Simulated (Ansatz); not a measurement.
Gas-phase electronic energies from Ansatz, PBE0-D4/def2-TZVP geometries. CBS: MP2 limit from def2 TZ/QZ plus the TZ coupled-cluster correction, frozen cores. Functionals use def2-TZVPP. Each species was taken in one conformer, which may not be the lowest.

Consider the substitution at a C–O bond: `NC(F)O[SiH3]` + `OCS` → `NC(F)OCS` + silanol.

`NC(F)O[SiH3]`:

Z-matrix (Å, degrees):
```
C
F 1 1.415
O 1 1.367 2 107.4
N 1 1.398 2 112.5 3 120.5
H 1 1.096 2 104.0 3 -119.5
Si 3 1.661 1 123.4 2 -47.7
H 4 1.012 1 111.1 2 -65.7
H 4 1.010 1 111.8 2 58.3
H 6 1.482 3 111.8 1 78.9
H 6 1.487 3 109.6 1 -43.0
H 6 1.480 3 104.9 1 -161.9
```

`OCS`:

Cartesian coordinates in Å:
```
O 0.797 -0.954 -0.030
C -0.188 0.007 -0.316
S 0.257 1.594 0.390
H 0.505 -1.798 -0.389
H -0.277 0.201 -1.392
H -1.170 -0.294 0.063
H 0.077 1.243 1.674
```

`NC(F)OCS`:

Cartesian coordinates in Å:
```
N 1.784 1.103 -0.509
C 0.748 0.620 0.295
F -0.149 1.639 0.689
O 0.047 -0.312 -0.422
C -0.947 -0.980 0.328
S -1.683 -2.300 -0.628
H 2.294 1.844 -0.050
H 1.430 1.420 -1.402
H 1.131 0.223 1.244
H -0.501 -1.461 1.207
H -1.714 -0.280 0.660
H -2.439 -1.515 -1.412
```

`O[SiH3]`:

Z-matrix (Å, degrees):
```
Si
O 1 1.648
H 1 1.489 2 111.7
H 1 1.489 2 111.7 3 120.9
H 1 1.481 2 105.9 3 -119.6
H 2 0.957 1 117.9 3 -60.5
```

Problem. Is it downhill or uphill in electronic energy at CCSD(T)/CBS, and by how much? (An estimate is asked.)

Solution. The calculation gave: Downhill: ΔE = -12.7 kJ/mol.

Problem. What do these levels give: PBE-D4, B2PLYP, PBE0, HF/def2-QZVPP, MP2/def2-QZVPP, HF/CBS(def2)? (An estimate is asked.)

Solution. Ansatz gave: PBE-D4 -11.3, B2PLYP -12.5, PBE0 -11.3, HF/def2-QZVPP -9.3, MP2/def2-QZVPP -14.2, HF/CBS(def2) -9.2 kJ/mol.

Largest T1 diagnostic among the species: 0.012.

In def2-TZVPP, CCSD(T) changes the Hartree–Fock value by −3.8 kJ/mol (the triples alone add −0.8 kJ/mol) and MP2 by −5.1 kJ/mol.
